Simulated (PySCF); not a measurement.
**NMR data sheet: C₈H₉P**

* Formula: C8H9P
* SMILES: c1ccc(C2CC2)pc1
* Point group of the computed structure: Cs
* Carbon signals: 7
* Proton signals: 7

Atom-mapped SMILES (the numbers label the heavy atoms): `[cH:1]1[cH:2][cH:3][c:4]([CH:5]2[CH2:6][CH2:7]2)[p:8][cH:9]1`. Each H is labelled by its parent atom. Ha(C6), Ha(C7) are cis to C4 on the ring; Hb(C6), Hb(C7) are trans to C4 on the ring.

Computational details: σ from GIAO-PBE0/pcSseg-1, geometry: GFN2-xTB, in PySCF 2.14 (gas phase, single conformer, rapidly exchanging positions averaged, no relativistic terms).

Chemical shifts δ = σref − σ; 1H, 13C against TMS; 31P against H3PO4, all at this level.

| carbon | δC, type | δH (multiplicity) | HMBC from (2–3 bonds) | span of the C tensor (ppm) |
| --- | --- | --- | --- | --- |
| C1 | 135.5, CH | 7.91 (m) | H(C9), H(C3), H(C2) | 239 |
| C2 | 133.6, CH | 7.64 (m) | H(C9), H(C3), H(C1) | 224 |
| C3 | 137.3, CH | 8.00 (m) | H(C1), H(C2), H(C5) | 219 |
| C4 | 192.4, C | – | H(C9), H(C3), H(C2), H(C5), Hb(C6)/Hb(C7), Ha(C6)/Ha(C7) | 329 |
| C5 | 25.8, CH | 1.96 (m) | H(C3), Hb(C6)/Hb(C7), Ha(C6)/Ha(C7) | 93 |
| C6/C7 | 23.5, CH2 | Hb(C6) 1.44 (m); Ha(C6) 1.03 (m) | H(C5), Hb(C6)/Hb(C7), Ha(C6)/Ha(C7) | 87 |
| C9 | 165.1, CH | 9.13 (m) | H(C1), H(C2) | 329 |

Other nuclei:
```csv
atoms,nucleus,environment,δ (ppm),σ (ppm)
P8,31P,"phosphorus bonded to 2 C, in a 6-membered ring",208.8,109.5
```

- δC 192.4: substituted aromatic carbon.
- δC 165.1, 137.3, 135.5, 133.6: aromatic CH.
- δC 25.8, 23.5: three-membered-ring carbon; carbons of three-membered rings are unusually shielded.
- δH 9.13, 8.00, 7.91, 7.64: hydrogen on an aromatic CH; it sits in the deshielding region of the aromatic ring current.
- δH 1.96, 1.44, 1.03: hydrogen on a three-membered-ring carbon.

Splittings by 31P in the carbon and heteronuclear signals aren't shown, as no couplings were computed. Shifts are as computed. Against solution values, carbons near 30 ppm lie about +3 ppm off and those near 130 ppm about +5 ppm. Of 1211 compounds with measured shifts, 218 miss one by over three times the rms of a fit or turn the order of signals round; such compounds aren't used in these exercises. Experimental scales use liquid or dissolved standards, which lie at an offset from isolated H3PO4. Multiplicities follow the n + 1 count of equivalent neighbours, as no J values were calculated; m marks all less simple cases, F and P coupling included.
